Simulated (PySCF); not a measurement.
## Broadened absorption spectrum of tert-butyl acetate

Compound: tert-butyl acetate, C₆H₁₂O₂.
SMILES: `CC(=O)OC(C)(C)C`

Method: PySCF, TDDFT CAM-B3LYP/def2-SVPD, vertical, gas phase, core orbitals frozen in the response. The structure is a single PBE0-D3(BJ)/def2-SVP conformer in the gas phase; no vibrational or solvent corrections. Torsions of this conformer, `[CH3:1][C:2](=[O:3])[O:4][C:5]([CH3:6])([CH3:7])[CH3:8]`: C1–C2–O4–C5 180°, C2–O4–C5–C6 62°.

Each state is given a Gaussian of 0.3 eV full width at half maximum, with ε(max) = 2.175×10⁸ f / Δν̃ (Δν̃ the width in cm⁻¹). The cross-section is σ = 3.8235×10⁻²¹ ε cm², given in Mb (10⁻¹⁸ cm²). The width is an assumption, not a result. The curve ends short of the highest state used, and states not computed would add to its high-energy end.

| E (eV) | σ (Mb) |
| --- | --- |
| 5.38 | 0.00 |
| 5.44 | 0.00 |
| 5.50 | 0.01 |
| 5.56 | 0.03 |
| 5.62 | 0.09 |
| 5.68 | 0.17 |
| 5.74 | 0.27 |
| 5.80 | 0.34 |
| 5.86 | 0.34 |
| 5.92 | 0.28 |
| 5.98 | 0.18 |
| 6.04 | 0.09 |
| 6.10 | 0.04 |
| 6.17 | 0.01 |
| 6.23 | 0.00 |
| 6.29 | 0.00 |
| 6.35 | 0.00 |
| 6.41 | 0.00 |
| 6.47 | 0.00 |
| 6.53 | 0.00 |
| 6.59 | 0.00 |
| 6.65 | 0.00 |
| 6.71 | 0.00 |
| 6.77 | 0.00 |
| 6.83 | 0.00 |
| 6.89 | 0.00 |
| 6.95 | 0.00 |
| 7.01 | 0.00 |
| 7.07 | 0.00 |
| 7.13 | 0.01 |
| 7.19 | 0.04 |
| 7.25 | 0.18 |
| 7.31 | 0.62 |
| 7.37 | 1.74 |
| 7.43 | 3.94 |
| 7.49 | 7.12 |
| 7.55 | 10.31 |
| 7.61 | 11.97 |
| 7.67 | 11.19 |
| 7.73 | 8.65 |
| 7.79 | 6.32 |
| 7.85 | 6.50 |
| 7.91 | 10.78 |
| 7.97 | 19.17 |
| 8.03 | 29.02 |
| 8.09 | 35.59 |
| 8.15 | 35.16 |
| 8.21 | 28.16 |
| 8.27 | 18.78 |
| 8.33 | 11.27 |
| 8.39 | 7.27 |
| 8.45 | 6.15 |
| 8.51 | 6.76 |
| 8.57 | 8.11 |
| 8.63 | 9.22 |
| 8.69 | 9.17 |

Problem. Where are the band maxima, and which computed states make them?

Solution. 213 nm (5.83 eV), ε about 91, made up of S1 (100%); 163 nm (7.62 eV), ε about 3100, made up of S2 (100%); 153 nm (8.12 eV), ε about 9500, made up of S3 (100%); 143 nm (8.66 eV), ε about 2500, made up of S6 (91%) (ε in L mol⁻¹ cm⁻¹; maxima over ε = 5, shares over 10%). The states used: S1 5.83 eV (f 0.0010); S2 7.62 eV (f 0.035); S3 8.12 eV (f 0.105); S4 8.43 eV (f 0.0087); S5 8.52 eV (f 0.0008); S6 8.67 eV (f 0.025); S7 8.90 eV (f 0.0016); S8 8.97 eV (f 0.0001); S9 9.28 eV (f 0.034); S10 9.29 eV (f 0.036).

Problem. What would ε be at 8.12 eV, the highest of these maxima, with half the width (0.15 eV)?

Solution. About 18900 L mol⁻¹ cm⁻¹ against 9510, a factor of about 1.99; a lone state at its own centre would give exactly 2.

Problem. Coming from long wavelengths, where does ε first pass 100 L mol⁻¹ cm⁻¹?

Solution. At about 170 nm (7.29 eV), 1.45 eV above S1.

Problem. On this curve, what absorbance would a 10⁻³ mol/L sample give at 222 nm over a 1 cm path?

Solution. 222 nm is 5.585 eV, where ε is about 13 L mol⁻¹ cm⁻¹, so A = ε c l ≈ 0.013 (Beer–Lambert, with the gas-phase spectrum and the assumed width).

All these states lie below the vertical ionisation energy of 10.02 eV (ΔSCF).
